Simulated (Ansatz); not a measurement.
Coupled-cluster diagnostics for the cluster Zr4, Ansatz.

Geometry of the singlet (PBE0-D4/def2-SVP):

```tsv
atom	x (Å)	y (Å)	z (Å)
Zr1	-0.4871	1.1640	-0.5198
Zr2	-0.2520	-0.9998	-2.0020
Zr3	0.2517	0.9996	2.0022
Zr4	0.4874	-1.1638	0.5196
```

In the def2 sets Zr takes a core potential; there is no spin–orbit coupling. Correlated methods freeze no core orbitals; core or outer-core shells of Zr are correlated, in sets that lack core-valence functions. Another isomer (quintet) lies 1.20 eV lower at PBE0-D4/def2-TZVP; other spin states weren't run for this one.

(1) Estimate the CCSD(T) correlation energy, the shares of MP2 and (T), T1 and the reference's ⟨S²⟩ for: charge 0, singlet, own geometry in def2-TZVP; and the rough time on 4 threads of Arm Neoverse V2 on a shared host.

Results:

(1) 
```
                          state      basis  correlation (eV)  MP2 share (%)  (T) share (%)     T1  ⟨S²⟩ (pure)  wall time                            remarks
charge 0, singlet, own geometry  def2-TZVP           -38.650          103.7            9.4  0.069  0.00 (0.00)    3.3 min  large T1, restricted SCF unstable
```
Customary marks for T1 are 0.02 (closed shells), 0.045 (open shells) and about 0.05 (3d metals). T1 exceeds 0.02 in 1 of 1 rows and 0.045 in 1; the higher it lies, the less the single-reference result can be trusted.
